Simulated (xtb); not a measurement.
Si(CCH)2(F)(OH) (C₄H₃FOSi), SMILES C#C[Si](O)(F)C#C. All values are semi-empirical tight-binding results from xtb (GFN2-xTB unless named), good for trends rather than for accurate numbers. Coordinates come from a GFN2-xTB optimisation. The structure was generated by enumeration, and PubChem lists no compound with its InChIKey, so it may never have been made. Other conformers were not sampled.

Optimised geometry:

```xyz
10

C     -0.4707     2.0883     1.9062
C     -0.3826     1.1568     1.1538
Si    -0.2278    -0.2515    -0.0236
O     -0.4078    -1.6135     0.8286
F     -1.4270    -0.1950    -1.1073
C      1.3487    -0.1724    -0.9859
C      2.3766    -0.1090    -1.6043
H     -0.5535     2.8972     2.5734
H     -0.6587    -2.4395     0.4247
H      3.2743    -0.0562    -2.1500
```

Problem. Estimate the properties. (Estimate from the structure and the level; the computed values follow.)

Solution. 
```json
{
  "orbital_gap": "5.40 eV",
  "dipole_moment": "1.43 D",
  "zero_point_energy": "33.6 kcal/mol",
  "G − E(el) at 298.15 K (modified RRHO)": "12.2 kcal/mol",
  "static polarisability (D4 model)": "76.9 bohr³",
  "solvation energy, GFN2-xTB/ALPB(water)": "-5.8 kcal/mol",
  "solvation energy, GFN2-xTB/ALPB(thf)": "-10.1 kcal/mol"
}
```

Problem. Give the atomic charges and the Wiberg bond orders between heavy atoms. (Estimate from the structure and the level; the computed values follow.)

Solution. charges (e) C1 -0.07, C2 -0.10, Si3 0.63, O4 -0.46, F5 -0.29, C6 -0.11, C7 -0.07, H8 0.08, H9 0.31, H10 0.08. Bond orders C1–C2 2.94, C2–Si3 0.90, Si3–O4 1.18, Si3–F5 1.03, Si3–C6 0.89, C6–C7 2.93.
